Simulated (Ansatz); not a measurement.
Program: Ansatz. Geometries: PBE0-D4/def2-TZVP. ΔE: electronic, gas phase. CCSD(T)/CBS adds triple-zeta CCSD(T) − MP2 to the extrapolated MP2 energy (def2 sets, frozen cores). This one scheme is used for every species. DFT in def2-TZVPP. B3LYP here is the variant with VWN-RPA as its local correlation; programs differ in this. HSE06 is defined as in plane-wave codes. For Ge outer-core shells are correlated without core-valence functions, which leaves a few kJ/mol of doubt a bond. Scalar relativity is left out up to krypton. Each species was taken in one conformer, which may not be the lowest.

`[F][Ge]([F])([SH])[Cl]` + `SB(Cl)Cl` → `[F][Ge]([F])([SH])[SH]` + `ClB(Cl)Cl`  (redistribution)

```csv
level,ΔE (kJ/mol),difference from CCSD(T)/CBS
LDA (SPW92),9.3,-2.5
PBE-D4,10.2,-1.6
revPBE-D4,11.0,-0.8
BLYP-D4,10.4,-1.4
r2SCAN-D4,12.5,0.7
PBE0-D4,11.9,0.1
r2SCANh-D4,12.8,1.0
r2SCAN0-D4,13.2,1.4
HSE06-D4,12.0,0.2
BHLYP-D4,13.8,2.0
CAM-B3LYP-D4,12.1,0.3
ωB97X-V,12.7,0.9
ωB97M-V,11.3,-0.5
B2PLYP,12.4,0.6
PBE-QIDH,13.4,1.6
PBE,10.1,-1.7
BLYP,10.0,-1.8
r2SCAN,12.5,0.7
PBE0,11.9,0.1
B3LYP,11.5,-0.3
r2SCANh,12.8,1.0
r2SCAN0,13.3,1.5
HSE06,12.0,0.2
BHLYP,13.8,2.0
CAM-B3LYP,12.1,0.3
LC-ωPBE,12.0,0.2
RPA@PBE/def2-TZVPP,12.4,0.6
HF/def2-SVP,12.2,0.4
MP2/def2-SVP,9.8,-2.0
CCSD/def2-SVP,10.1,-1.7
CCSD(T)/def2-SVP,9.9,-1.9
HF/def2-TZVPP,17.4,5.6
MP2/def2-TZVPP,12.6,0.8
SCS-MP2/def2-TZVPP,13.4,1.6
CCSD/def2-TZVPP,13.1,1.3
CCSD(T)/def2-TZVPP,12.7,0.9
HF/def2-QZVPP,17.6,5.8
MP2/def2-QZVPP,12.1,0.3
SCS-MP2/def2-QZVPP,13.2,1.4
HF/CBS(def2),17.6,5.8
CCSD(T)/CBS,11.8,0
```

Largest T1 diagnostic among the species: 0.012.

Leaving LDA and LC-ωPBE aside and taking each functional with its dispersion term where it has one, the values, not all of them listed here, spread over 3.9 kJ/mol, from PBE-D4 to B97M-V. From BLYP to BHLYP (50 % exact exchange), in def2-TZVPP and without D4, ΔE moves by +3.8 kJ/mol. In def2-TZVPP, CCSD(T) changes the Hartree–Fock value by −4.6 kJ/mol (the triples alone add −0.4 kJ/mol) and MP2 by −4.8 kJ/mol.
